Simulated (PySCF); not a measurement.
# Cost of excited-state runs on `InChI=1S/Be.2FH/h;2*1H/q+2;;/p-2`

Cartesian coordinates in Å; atom numbers follow the order of the lines, from 1:
```xyz
3

F    -1.3769    0.1757   -0.0120
Be    0.0081    0.1002   -0.0076
F     1.3930    0.0240   -0.0033
```

PySCF with density fitting, on 1 thread of an Intel Xeon Platinum 8259CL, shared host. Command: `OMP_NUM_THREADS=1 python excited_run.py task.json out`

Question: How long does each of these runs take, and how much memory?
- magnetisability and related constants, B3LYP/6-311+G(2d,p); usual settings
- magnetisability and related constants, B3LYP/Sadlej pVTZ; usual settings
- magnetisability and related constants, B3LYP/aug-cc-pVTZ; usual settings
- magnetisability and related constants, LC-wPBE/aug-pcSseg-2; usual settings

Answer: 
```
                                  run                 level  basis functions  wall time  peak memory (GiB)
magnetisability and related constants   B3LYP/6-311+G(2d,p)               81      2.4 s               0.41
magnetisability and related constants     B3LYP/Sadlej pVTZ               72      2.5 s               0.41
magnetisability and related constants     B3LYP/aug-cc-pVTZ              138      5.1 s               0.49
magnetisability and related constants  LC-wPBE/aug-pcSseg-2              134      8.1 s               0.47
```
Times from a shared host are rough.
